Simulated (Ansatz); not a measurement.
C2H6ClNOSi can be A, `N=C(O)C[SiH2]Cl`, or B, `NC(=O)[SiH2]CCl`.

Calculated with Ansatz (gas phase, PBE0-D4/def2-TZVP geometries, no zero-point term in ΔE). CCSD(T)/CBS adds triple-zeta CCSD(T) − MP2 to the extrapolated MP2 energy (def2 sets, frozen cores). Functionals use def2-TZVPP. B3LYP here is the variant with VWN-RPA as its local correlation; programs differ in this. One conformer a species, not always the lowest.

(1) Which is lower in electronic energy at CCSD(T)/CBS, and by how much? (Estimate.)

(2) Give E(B) − E(A) in kJ/mol with PBE0-D4, B3LYP-D4, r2SCAN-D4, MP2/def2-TZVPP, CCSD(T)/def2-TZVPP, B3LYP, HF/def2-TZVPP. (An estimate is asked.)

Largest T1 diagnostic: 0.014.

Answers

(1) Ansatz gave: A, by 123.9 kJ/mol.

(2) The calculation gave: PBE0-D4 115.8, B3LYP-D4 110.3, r2SCAN-D4 117.1, MP2/def2-TZVPP 128.6, CCSD(T)/def2-TZVPP 124.6, B3LYP 109.2, HF/def2-TZVPP 129.4. None reverses the order clearly.

From PBE to PBE0 (25 % exact exchange), in def2-TZVPP and without D4, E(B) − E(A) moves by +11.8 kJ/mol.
